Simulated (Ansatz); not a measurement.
A structure relaxed at PBE-D4/def2-TZVP in Ansatz, charge 0, singlet:

Cartesian coordinates in Å:
```
Pb -1.6998 0.0021 -1.4304
S 0.1042 0.0000 0.0878
S 1.5955 -0.0021 1.3426
```

(1) Give its formula and point group.

(2) Summarise the bond lengths by kind (pairs closer than 1.2 times the sum of covalent radii, bridged metal pairs left out).

Answers

(1) PbS2. Point group C∞v (tolerance 0.1 Å).

(2) 1 × Pb–S 2.36 Å; 1 × S–S 1.95 Å.

In the def2 sets Pb takes a core potential; there is no spin–orbit coupling. The restricted singlet is unstable towards broken spin symmetry in Hartree–Fock (as tested in another run); at PBE-D4/def2-TZVP this wasn't settled. Another isomer (singlet) lies 1.41 eV lower at PBE0-D4/def2-TZVP; other spin states weren't run for this one.
